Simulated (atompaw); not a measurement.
## What one change does to a pseudopotential (lead (Pb), PAW (atompaw))

* Element: lead (Pb)
* Generator: atompaw 4.2.0.5
* Type: PAW
* Functional: PBE
* Relativity: scalar-relativistic
* Frozen core: [Xe] 4f14 5d10
* Valence charge: 4
* Reference configuration: 6s2 6p1.5 (charge +0.5)
* Partial waves: 6s (bound): rc 2.95 bohr; 6s channel at -0.7 Ry: rc 2.95 bohr; 6p (bound): rc 2.95 bohr; 6p channel at 1.6 Ry: rc 2.95 bohr; 6d channel at 0.35 Ry: rc 2.95 bohr; 6d channel at 2.5 Ry: rc 2.80 bohr
* Local potential: troulliermartins scheme with l = 3 at 0 Ry, radius 2.55 bohr
* Core correction: smooth core density matched at 2.20 bohr
* Augmentation charge: sinc compensation charge, radius 2.35 bohr; PAW radius 2.95 bohr; waves and projectors: custom rrkj gramschmidtortho

Change: local potential troulliermartins scheme with l = 3 at 0 Ry, radius 2.36 bohr.

Cutoffs: the cutoffs (Ry, on a coarse ladder) from which the occupation-weighted sum of valence levels, in a spherical-Bessel basis at the reference potential, stays within 10 and 1 mRy of its value at 400 Ry; they do not see the model core or the augmentation charge, which bear on the density cutoff.

Q: What does the change do?

A: Both files are so soft that the ladder of cutoffs tells neither apart; both files keep a bound ghost (s); the range in which the s phases agree widens (upper end -0.2 → 1.8).

| quantity | base | changed |
| --- | --- | --- |
| cutoff, loose | 6 Ry | 6 Ry |
| cutoff, tight | 8 Ry | 8 Ry |
| bound ghosts | s | s |
| s: phases at 2.96 bohr within 0.05 rad from the reference energy up to (Ry; the scan ends near 5) | -0.2 | 1.8 |
| p: phases at 2.96 bohr within 0.05 rad from the reference energy up to (Ry; the scan ends near 5) | 2.9 | 2.6 |
| d: phases at 2.96 bohr within 0.05 rad from the reference energy up to (Ry; the scan ends near 5) | 2.4 | 2.1 |
| lowest overlap eigenvalue by channel | s 0.21, p 0.42, d 0.86 | s 0.18, p 0.39, d 0.86 |

 A true bound ghost makes a file unfit for plane-wave use even where its test errors are small: the radial tests pick states by their node count and pass the ghost by. The cutoffs see the waves, projectors and local potential, not the compensation charge or the core.
